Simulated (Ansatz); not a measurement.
Steps of a relaxation of `[BH]1C[SiH2][AlH]1` with RKS PBE0-D4/def2-TZVP.

```sh
$ ansatz run in.yaml --threads 2 --pin off --events-out ev --progress --plain --max-ram 4352MiB
```

```yaml
crystal:
  periodic: [false, false, false]
  atoms:
    - {symbol: B, position_ang: [0.420139, 1.040199, 0.138027]}
    - {symbol: C, position_ang: [0.829487, -0.052987, 1.149900]}
    - {symbol: Si, position_ang: [-0.450924, -0.950212, -0.031184]}
    - {symbol: Al, position_ang: [-0.151104, 0.900068, -1.760032]}
    - {symbol: H, position_ang: [-0.600229, 1.718952, 0.370664]}
    - {symbol: H, position_ang: [0.472143, 0.030224, 2.192502]}
    - {symbol: H, position_ang: [1.819768, -0.535177, 1.075013]}
    - {symbol: H, position_ang: [0.286173, -2.087544, -0.687548]}
    - {symbol: H, position_ang: [-1.685981, -1.409674, 0.688466]}
    - {symbol: H, position_ang: [-0.856373, 1.294951, -3.132808]}
basis:
  gaussian: {orbitals: def2-TZVP}
hamiltonian: {xc: pbe0, dispersion: d4}
relax: {f_tol: 0.005, max_steps: 150}
```

Positions (Å) and forces (eV/Å) along the path, 6 of 6 steps:

```xyz
10
step=1 energy=-16276.3633 eV
B     0.420    1.040    0.138   -0.173   -0.035    0.120
C     0.829   -0.053    1.150    0.003   -0.077    0.062
Si   -0.451   -0.950   -0.031    0.130   -0.088    0.145
Al   -0.151    0.900   -1.760   -0.131   -0.054    0.079
H    -0.600    1.719    0.371    0.279   -0.223   -0.039
H     0.472    0.030    2.193    0.183   -0.045   -0.545
H     1.820   -0.535    1.075   -0.520    0.254    0.036
H     0.286   -2.088   -0.688   -0.164    0.216    0.138
H    -1.686   -1.410    0.688    0.260    0.085   -0.161
H    -0.856    1.295   -3.133    0.133   -0.032    0.165
10
step=2 energy=-16276.3928 eV
B     0.422    1.042    0.138   -0.038   -0.012    0.016
C     0.824   -0.050    1.140   -0.046   -0.025   -0.010
Si   -0.447   -0.947   -0.030    0.079   -0.006    0.081
Al   -0.168    0.888   -1.746   -0.044   -0.027    0.034
H    -0.593    1.703    0.377    0.074   -0.068   -0.004
H     0.472    0.032    2.171    0.050   -0.016   -0.142
H     1.803   -0.526    1.066   -0.141    0.059    0.005
H     0.277   -2.080   -0.676   -0.034    0.058    0.029
H    -1.671   -1.406    0.681    0.062    0.029   -0.034
H    -0.836    1.294   -3.119    0.039    0.007    0.024
10
step=3 energy=-16276.3961 eV
B     0.421    1.040    0.134    0.017    0.011   -0.028
C     0.821   -0.048    1.135   -0.027   -0.008   -0.019
Si   -0.444   -0.948   -0.024    0.012    0.010    0.013
Al   -0.183    0.880   -1.741   -0.002   -0.006    0.011
H    -0.593    1.691    0.380   -0.013    0.005    0.008
H     0.472    0.033    2.162   -0.003   -0.001    0.014
H     1.793   -0.527    1.060    0.017   -0.003    0.000
H     0.279   -2.076   -0.670   -0.002   -0.006   -0.002
H    -1.663   -1.403    0.688   -0.004   -0.006    0.000
H    -0.820    1.305   -3.120    0.005    0.003    0.003
10
step=4 energy=-16276.3962 eV
B     0.421    1.041    0.133    0.008    0.013   -0.011
C     0.821   -0.048    1.134   -0.007   -0.009    0.001
Si   -0.444   -0.949   -0.023    0.003   -0.002    0.005
Al   -0.185    0.879   -1.741   -0.001   -0.001    0.002
H    -0.594    1.691    0.380   -0.006    0.001    0.002
H     0.472    0.034    2.162    0.000    0.000    0.004
H     1.794   -0.525    1.059    0.003   -0.001    0.001
H     0.277   -2.078   -0.669    0.001   -0.002   -0.003
H    -1.663   -1.405    0.689   -0.002    0.000    0.001
H    -0.817    1.308   -3.121    0.001    0.001   -0.001
10
step=5 energy=-16276.3962 eV rejected
B     0.423    1.042    0.133   -0.011   -0.006   -0.006
C     0.821   -0.047    1.135    0.001   -0.016   -0.003
Si   -0.444   -0.949   -0.021    0.002    0.011   -0.007
Al   -0.185    0.877   -1.740   -0.004    0.004    0.004
H    -0.595    1.689    0.380    0.002    0.007    0.000
H     0.473    0.035    2.163   -0.001    0.001    0.000
H     1.794   -0.525    1.060    0.004    0.003    0.002
H     0.275   -2.076   -0.675    0.004   -0.005    0.009
H    -1.664   -1.405    0.689    0.001    0.001    0.000
H    -0.816    1.307   -3.121    0.002    0.000    0.001
10
step=6 energy=-16276.3962 eV
B     0.422    1.042    0.133    0.001    0.000    0.000
C     0.820   -0.048    1.134    0.000   -0.001    0.001
Si   -0.444   -0.949   -0.022   -0.001   -0.001   -0.001
Al   -0.186    0.879   -1.740    0.002    0.000    0.000
H    -0.594    1.691    0.380   -0.001   -0.001    0.000
H     0.473    0.034    2.162    0.000    0.001   -0.001
H     1.795   -0.525    1.059   -0.001    0.001    0.000
H     0.277   -2.078   -0.670    0.000    0.000    0.000
H    -1.663   -1.405    0.689    0.000    0.000    0.000
H    -0.816    1.309   -3.121   -0.001    0.000    0.001
```

It took 29 s on 2 threads of an Arm Neoverse V2 on a shared host, with 0.4 GiB of host memory at the peak.
